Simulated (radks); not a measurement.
Q: Successive ionisation energies (eV) of one element, from differences of total energies of ions in their ground configurations, starting at charge 0: 8.410, 24.610, 38.449, 259.49, 339.90. Calculated with a radial shooting solver on a logarithmic mesh with Libxc functionals: scalar-relativistic Kohn-Sham, BLYP, spin-polarised, spherical densities, finite nucleus; open shells are filled with parallel spins first; Fermi nuclear charge, rms radius 2.406 fm. Which element is it?

A: Boron (Z = 5). The first species listed is B in [He] 2s2 2p1, the last B4+ in 1s1.
